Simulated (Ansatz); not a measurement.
Relaxation of Cl3H2InO (7 atoms, charge 0, multiplicity 1), to a largest force component of 0.03 eV/Å in at most 50 steps.

Level of theory: RHF/def2-SVP in Ansatz.

```xyz
7
Properties=species:S:1:pos:R:3
In -1.056 0.483 -0.179
Cl 1.400 -2.305 0.212
Cl -2.110 -0.035 -2.183
Cl -2.200 0.584 1.847
H 1.834 -1.107 -0.069
O 0.925 0.965 -0.205
H 1.207 1.416 0.577
```

Problem. Where does it end, and by what steps?

Solution. The forces met the threshold. The force dipped under the threshold on the way, but the program's further checks kept it going. After 14 steps the energy has fallen by 0.186 eV; Cl2 moved furthest, 0.58 Å. Joined: In1–Cl2.

```csv
step,energy less start (eV),largest force component (eV/Å),accepted
0,0.0000,1.182,yes
1,-0.0884,0.376,yes
2,-0.1387,0.411,yes
3,-0.1514,0.382,yes
4,-0.1571,0.602,yes
5,-0.1763,0.387,yes
6,-0.1728,0.734,no
7,-0.1820,0.053,yes
8,-0.1846,0.092,yes
9,-0.1841,0.324,no
10,-0.1854,0.026,yes
11,-0.1851,0.220,no
12,-0.1858,0.034,yes
13,-0.1859,0.126,yes
14,-0.1861,0.018,yes
```

```xyz
7
Properties=species:S:1:pos:R:3
In -0.838 0.229 -0.103
Cl 0.881 -2.066 0.091
Cl -1.915 -0.063 -2.152
Cl -2.095 0.299 1.868
H 1.638 -1.017 0.086
O 1.047 0.881 -0.057
H 1.280 1.738 0.266
```

Whether the end is a true minimum wasn't checked by a vibrational analysis.

Run time: 37 s on 2 threads of Intel(R) Xeon(R) Platinum 8488C (Sapphire Rapids) (shared host), peak memory 0.26 GiB.
